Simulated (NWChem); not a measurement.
A series in which one site is exchanged, each optimised at PBE0/def2-SVP with NWChem, gas phase unless a solvent is named. All stand in one matching conformer (torsions within 35°), which need not be the lowest. This build's default masses of Se (78.918 u) and Br (79.917 u) are each other's, which moves their modes by up to 0.6 %. Shieldings are non-relativistic GIAO values without spin-orbit effects.

A: [GaH]([OH])[F] (GaH₂OF; site = H)
B: [OH][Ga]([F])[Cl] (GaHOClF; site = Cl)
C: [OH][Ga]([F])[Br] (GaHOBrF; site = Br)
D: [OH][Ga]([F])[F] (GaHOF2; site = F)

Values for A:

| Quantity | Value |
|---|---|
| orbital gap (eV), PBE0/def2-SVP | 8.37 |
| highest harmonic frequency (cm⁻¹), PBE0/def2-SVP | 3905 |
| static polarisability, CAM-B3LYP/def2-SVPD (bohr³) | 31.0 |
| Ga absolute shielding, PBE0/pcSseg-1 (ppm) | 1492.0 |

### Question
How do these values change for the other members?

### Answer
```json
[
 {"change from A": "orbital gap (eV), PBE0/def2-SVP", "B": "-0.45", "C": "-1.04", "D": "-0.27"},
 {"change from A": "highest harmonic frequency (cm⁻¹), PBE0/def2-SVP", "B": "-7", "C": "-11", "D": "-5"},
 {"change from A": "static polarisability, CAM-B3LYP/def2-SVPD (bohr³)", "B": "+11.4", "C": "+19.1", "D": "-2.5"},
 {"change from A": "Ga absolute shielding, PBE0/pcSseg-1 (ppm)", "B": "+8.3", "C": "-13.6", "D": "+98.1"}
]
```
